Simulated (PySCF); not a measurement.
## 4-hydroxy-1-fluorobenzene: full NMR table

```yaml
Formula: C6H5FO
SMILES: Oc1ccc(F)cc1
Point_group_of_the_computed_structure: Cs
Degrees_of_unsaturation: 4
Carbon_signals: 4
Proton_signals: 3
```

Bonds (- single, = double, # triple, : aromatic): O1-C2 1.358 Å, C2:C3 1.391 Å, C3:C4 1.383 Å, C4:C5 1.381 Å, C5-F6 1.352 Å, C5:C7 1.384 Å, C7:C8 1.380 Å, C8:C2 1.393 Å. O1 carries H9; C3 carries H10; C4 carries H11; C7 carries H12; C8 carries H13.

Computational details: GFN2-xTB geometry, shieldings: GIAO PBE0/pcSseg-1, in PySCF 2.14 (fast rotation and ring inversion assumed for equivalent nuclei, non-relativistic, gas phase, single conformer).

Referencing at the same level of theory: TMS for ¹H (σref 31.72), ¹³C (σref 186.93); ¹⁹F (σref 170.95) against CFCl3; H2O for ¹⁷O (σref 336.08).

| carbon | δC, type | δH (multiplicity) | HMBC from (2–3 bonds) | span of the C tensor (ppm) |
| --- | --- | --- | --- | --- |
| C2 | 159.4, C | – | H11/H12, H10/H13 | 185 |
| C3/C8 | 119.5, CH | 6.90 (m) | H11/H12, H10/H13 | 178 |
| C4/C7 | 122.2, CH | 7.24 (m) | H11/H12, H10/H13 | 189 |
| C5 | 166.1, C | – | H11/H12, H10/H13 | 145 |

Other nuclei:
| atoms | nucleus | environment | δ (ppm) | σ (ppm) |
| --- | --- | --- | --- | --- |
| H9 | ¹H | hydrogen on a phenol-type oxygen | 4.17 | 27.55 |
| F6 | ¹⁹F | aryl fluorine | -129.6 | 300.5 |
| O1 | ¹⁷O | phenol-type oxygen | 121.2 | 214.9 |

Carbon types of the structure: 2 × C, 4 × CH, leaving 1 H on heteroatoms. δC 166.1: aromatic carbon bearing fluorine; σ withdrawal by the attached heteroatom moves it downfield of the ring CH carbons. δC 159.4: aromatic carbon bearing oxygen; σ withdrawal by the attached heteroatom moves it downfield of the ring CH carbons. δC 122.2, 119.5: aromatic CH. δH 7.24, 6.90: hydrogen on an aromatic CH. δH 4.17: hydrogen on a phenol-type oxygen; labile proton, position sensitive to the medium.

Exchangeable OH/NH protons stand at their gas-phase positions; hydrogen bonding in a real sample shifts them, mostly to higher δ. Splittings by ¹⁹F in the carbon and heteronuclear signals aren't shown, as no couplings were computed. Shifts are as computed. Against solution values, carbons near 30 ppm lie about +3 ppm off and those near 130 ppm about +5 ppm. Of 1211 compounds with measured shifts, 218 miss one by over three times the rms of a fit or turn the order of signals round; such compounds aren't used in these exercises. Unscaled 19F shifts against computed CFCl3 carry errors that often reach 10 to 50 ppm. Experimental scales use liquid or dissolved standards, which lie at an offset from isolated H2O (liquid H2O: subtract about 36 ppm). Multiplicities follow the n + 1 count of equivalent neighbours, as no J values were calculated; m marks all less simple cases, F and P coupling included.
